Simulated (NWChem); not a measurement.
Species: GeH$_{2}$, singlet; SMILES [GeH2]

Results from NWChem. Pople sets run with spherical d functions. Low-valent species are run as closed-shell singlets; no triplet was tried in these runs. Each level has its own optimisation; frequencies are unscaled.

```json
[
 {"level": "Hartree-Fock/STO-3G", "basis functions": "20", "r Ge–H (Å)": "1.462", "highest harmonic frequency (cm⁻¹)": "2351", "lowest (cm⁻¹)": "1346", "zero-point energy (kcal/mol)": "8.5", "dipole (D)": "0.65", "relative time": "1"},
 {"level": "Hartree-Fock/3-21G", "basis functions": "26", "r Ge–H (Å)": "1.595", "highest harmonic frequency (cm⁻¹)": "1931", "lowest (cm⁻¹)": "1003", "zero-point energy (kcal/mol)": "6.9", "dipole (D)": "0.31", "relative time": "1"},
 {"level": "Hartree-Fock/6-31G*", "basis functions": "36", "r Ge–H (Å)": "1.588", "highest harmonic frequency (cm⁻¹)": "2031", "lowest (cm⁻¹)": "1026", "zero-point energy (kcal/mol)": "7.3", "dipole (D)": "0.29", "relative time": "5"},
 {"level": "Hartree-Fock/6-311G**", "basis functions": "56", "r Ge–H (Å)": "1.581", "highest harmonic frequency (cm⁻¹)": "2026", "lowest (cm⁻¹)": "1020", "zero-point energy (kcal/mol)": "7.2", "dipole (D)": "0.04", "relative time": "6"},
 {"level": "Hartree-Fock/def2-TZVPD", "basis functions": "72", "r Ge–H (Å)": "1.583", "highest harmonic frequency (cm⁻¹)": "2028", "lowest (cm⁻¹)": "1018", "zero-point energy (kcal/mol)": "7.2", "dipole (D)": "0.07", "relative time": "10"}
]
```

The last column is a rough cost ratio, cheapest run = 1.
